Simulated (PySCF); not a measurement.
**Working out the ionisation energy of Sb⁺**

Sb⁺ [Kr] 4d10 5s2 5p2 (3P) → Sb²⁺ [Kr] 4d10 5s2 5p1 (2P). Computed with PySCF 2.14 in cc-pVDZ-PP with ECP28MDF, with a scalar-relativistic core potential. Frozen: 4s2 4p6 4d10. Energies in hartree (1 hartree = 27.21139 eV):

```csv
part,Sb⁺ (lower),Sb²⁺ (upper)
UHF,-238.956599,-238.368549
CCSD correlation,-0.049917,-0.040832
(T),-0.000514,-0.000319
```

**Question.** What does Hartree-Fock give?

**Answer.** (-238.368549) − (-238.956599) = 0.588050 hartree = 16.002 eV.

**Question.** What do CCSD and CCSD(T) give?

**Answer.** The CCSD correlation energies differ by 0.009085 hartree = 0.247 eV and the triples by 0.000195 hartree = 0.005 eV, so CCSD gives 16.249 eV and CCSD(T) 16.254 eV.

Reference: 16.626 ± 0.025 eV (measured; NIST Atomic Spectra Database, ionization energies), between the lowest levels; spin-orbit coupling is absent from the calculation.

A double-zeta basis recovers only part of the correlation energy.

What remains against the reference includes basis incompleteness, the frozen core and higher excitations.
